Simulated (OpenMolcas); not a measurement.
## As3+: RASPT2 settings compared

```json
{"Program": "OpenMolcas", "Basis": "ANO-R3 [7s6p5d3f2g]", "Scalar Hamiltonian": "X2C, finite nucleus", "Active space": "2 electrons in 9 orbitals (RAS2 4s 4p; RAS3 4d, at most 2 electrons)", "State averaging": "2S+1 = 3 even, 3 roots (0 in the spin-orbit step); 2S+1 = 1 even, 1 root; 2S+1 = 3 odd, 3 roots; 2S+1 = 1 odd, 3 roots", "Spin-orbit coupling": "state interaction with AMFI integrals over the reference wave functions, term energies averaged over their components"}
```

Methods on the same reference wave functions:
A. RASSCF
B. SS-RASPT2, IPEA 0.4 Eh, imaginary shift 0.3 Eh (closed shells correlated: 3d)
C. SS-RASPT2, IPEA 0.75 Eh, real shift 0.05 Eh (closed shells correlated: 3s 3p 3d)
D. XMS-RASPT2, IPEA 0.6 Eh, imaginary shift 0.1 Eh (closed shells correlated: 3d)

Energies in cm⁻¹ above 4s² ¹S₀, the measured ground level; measured values from Moore, Atomic Energy Levels, vol. II, NSRDS-NBS 35 (1971 reprint of NBS Circular 467, 1952).

| Level | A | B | C | D | Measured |
| --- | --- | --- | --- | --- | --- |
| 4s² ¹S₀ | 0.0 | 0.0 | 0.0 | 0.0 | 0.0 |
| 4s 4p ³P°₀ | 72854 | 75670 | 76150 | 75440 |  |
| 4s 4p ³P°₁ | 73851 | 76660 | 77140 | 76430 | 76962 |
| 4s 4p ³P°₂ | 75988 | 78800 | 79290 | 78580 | 79492 |
| 4s 4p ¹P°₁ | 113845 | 111870 | 112210 | 111620 | 112022 |

Deviations, from unrounded energies. A percentage is the sum of absolute deviations over the sum of measured energies, with the sign that they share, or ± where signs differ.

| Against measurement | Levels | A | B | C | D |
| --- | --- | --- | --- | --- | --- |
| mean absolute deviation (cm-1) | 3 | 2800 | 380 | 190 | 620 |
| other configurations (%) | 3 | ±3.1 | -0.4 | ±0.2 | -0.7 |

C lies closest to measurement on these levels and A furthest from it. The largest miss of C in the table is 4s 4p ³P°₂, by -210 cm-1. The ranking rests on the paired levels alone, and a cruder setting can come out closer through cancelling errors.

Among B to D the level of the table that moves most is 4s 4p ³P°₀, by 710 cm-1 (lowest in D, highest in C). Moves below CASPT2's spread within the term are not significant.

The lowest spin-free term lies below A's lowest term by 0.472 hartree in B, 0.831 hartree in C, 0.472 hartree in D.

Term energies are means over components that CASPT2 splits; among the terms shown or strongly mixed into the levels shown the widest spread is 51 cm-1 (4s 4p ¹P°, D). Some high roots are left out of the spin-orbit mixing, which shifts the levels that they would mix with. Active for correlation alone: 4d; no level in the range computed is led by a configuration that fills it, so any true level of that kind is missing. Computed and measured levels are paired by configuration, term and J; levels that our copy of the source lacks, or whose pairing is in doubt (as where it misses far off the trend of its configuration), stay unpaired and out of the deviations. Levels of configurations outside the active space are missing.

° marks odd parity.
